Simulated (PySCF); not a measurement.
H3O3Si, SMILES O[Si](O)O, multiplicity 2. Coordinates come from a PBE0-D3(BJ)/def2-SVP optimisation. The isomer is the one that the SMILES or the coordinates give; other isomers of the formula were not compared. The values are those of a single conformer.

These are PBE0-D3(BJ)/def2-SVP in PySCF values and carry that method's errors.

Harmonic wavenumbers (cm⁻¹): 145, 145, 255, 308, 308, 392, 779, 779, 788, 812, 946, 946, 3924, 3924, 3926. Rotational constants (GHz): 7.073, 7.073, 3.872; symmetry number 3.

Problem. Work out the zero-point energy and the ideal-gas rigid-rotor harmonic-oscillator thermochemistry at 298.15 K and 1 atm.

Solution. ZPE = ½ Σ hcν = ½ × 18376 cm⁻¹ = 109.91 kJ/mol. H − E(el) = 128.60 kJ/mol. Entropy in J/(mol K): translation 163.26, rotation 95.14, vibration 50.28, spin 5.76, total 314.44. G − E(el) = 34.85 kJ/mol. Cp = 91.54 J/(mol K). Modes under 150 cm⁻¹ make the vibrational entropy uncertain.
